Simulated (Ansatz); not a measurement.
Gas-phase electronic energies from Ansatz, PBE0-D4/def2-TZVP geometries. CBS: MP2 limit from def2 TZ/QZ plus the TZ coupled-cluster correction, frozen cores. Functionals use def2-TZVPP. B3LYP here is the variant with VWN-RPA as its local correlation; programs differ in this. HSE06 is defined as in plane-wave codes. Elements past krypton have def2 core potentials. For Br, Sn outer-core shells are correlated without core-valence functions, which leaves a few kJ/mol of doubt a bond. Scalar relativity is left out up to krypton. One conformer a species, not always the lowest.

Consider the redistribution: `[OH][SnH]([OH])[Br]` + `F[Si](F)(F)Br` → `[OH][SnH]([Br])[Br]` + `O[Si](F)(F)F`.

| level | ΔE (kcal/mol) | difference from CCSD(T)/CBS |
| --- | --- | --- |
| PBE-D4 | -23.3 | 2.6 |
| r2SCAN-D4 | -25.6 | 0.3 |
| HSE06-D4 | -25.9 | 0.0 |
| r2SCAN | -25.6 | 0.3 |
| B3LYP | -26.5 | -0.6 |
| HF/def2-SVP | -31.6 | -5.7 |
| CCSD(T)/def2-SVP | -26.7 | -0.8 |
| HF/def2-QZVPP | -31.2 | -5.3 |
| SCS-MP2/def2-QZVPP | -25.9 | 0.0 |
| CCSD/CBS(def2) | -26.8 | -0.9 |
| CCSD(T)/CBS | -25.9 | 0 |

Largest T1 diagnostic among the species: 0.012.

In def2-TZVPP, CCSD(T) changes the Hartree–Fock value by +5.4 kcal/mol (the triples alone add +0.9 kcal/mol) and MP2 by +5.5 kcal/mol. From PBE to PBE0 (25 % exact exchange), in def2-TZVPP and without D4, ΔE moves by −2.4 kcal/mol. At CCSD(T), def2-SVP lies −0.8 kcal/mol from the extrapolated value and def2-TZVPP +0.1 kcal/mol.
